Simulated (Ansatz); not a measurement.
**What each rung costs, and what it gives**

Saddle point of SnAsH$_{7}$S, singlet (SnH₄S ([SH][SnH3]) + AsH₃ → SnAsH₅ ([AsH2][SnH3]) + H₂S; bonds formed: Sn1–As7, S2–H6; bonds broken: Sn1–S2, H6–As7), PBE0-D4/def2-TZVP structure:

Sn1  (-0.746, 0.433, -1.073)
S2  (-0.445, 1.304, 1.651)
H3  (-0.579, -0.506, -2.530)
H4  (-2.396, 0.315, -0.674)
H5  (-0.048, 1.935, -1.463)
H6  (0.964, -0.094, 1.499)
As7  (0.893, -1.199, 0.352)
H8  (0.510, 2.172, 1.282)
H9  (-0.083, -2.123, 1.031)
H10  (1.929, -2.236, -0.074)
(Å)

Barriers are electronic and count from the start structure reached by relaxing down the imaginary mode.

Computed with Ansatz 0.2.0 (basis: as named in each row); correlated methods freeze the cores. Filled d shells of the heavier atoms are correlated. Core potentials replace the inner electrons of the atoms past krypton. The def2 sets are not built for correlating such inner shells, so the correlated values are less sure here. B3LYP uses VWN-RPA correlation. Extrapolation: Hartree–Fock as exp(−7.88 √X), correlation as X^−2.97.

Times are rough, for one single point on 8 threads of a shared host (Arm Neoverse V2).

The estimate by CCSD(T) at an estimated basis limit (MP2 extrapolated from triple and quadruple zeta, plus CCSD(T) − MP2 in triple zeta) is 177.8 kJ/mol.

```tsv
method	basis	time (s)	barrier (kJ/mol)	method less estimate
SPW92	def2-SVP	under 1	116.6	-61.3
PBE-D4	def2-SVP	under 1	137.2	-40.6
PBE0-D4	def2-SVP	under 1	157.5	-20.3
SPW92	def2-TZVPP	under 1	121.0	-56.8
PBE-D4	def2-TZVPP	1	141.3	-36.6
BLYP-D4	def2-TZVPP	2	155.3	-22.5
B3LYP-D4	def2-TZVPP	2	170.8	-7.1
BHLYP-D4	def2-TZVPP	2	191.2	13.4
PBE0-D4	def2-TZVPP	2	160.5	-17.3
CAM-B3LYP-D4	def2-TZVPP	2	188.2	10.4
r2SCAN-D4	def2-TZVPP	3	157.1	-20.8
r2SCAN0-D4	def2-TZVPP	3	170.9	-6.9
RPA on PBE	def2-TZVPP	3	188.4	10.6
B2PLYP	def2-TZVPP	4	181.9	4.0
wB97M-V	def2-SVP	4	186.7	8.8
PBE-QIDH	def2-TZVPP	4	176.8	-1.0
CCSD(T)	def2-SVP	5	199.8	21.9
wB97X-V	def2-TZVPP	5	191.2	13.3
B97M-V	def2-TZVPP	6	171.6	-6.3
wB97M-V	def2-TZVPP	6	188.7	10.9
MP2	def2-QZVPP	13	176.5	-1.4
CCSD(T)	def2-TZVPP	110	188.3	10.4
```

All methods are single points on the PBE0-D4 structures.

No T1 diagnostic of these runs exceeds 0.015.

Labels in which every atom is bracketed show which atoms are joined, not bond orders.
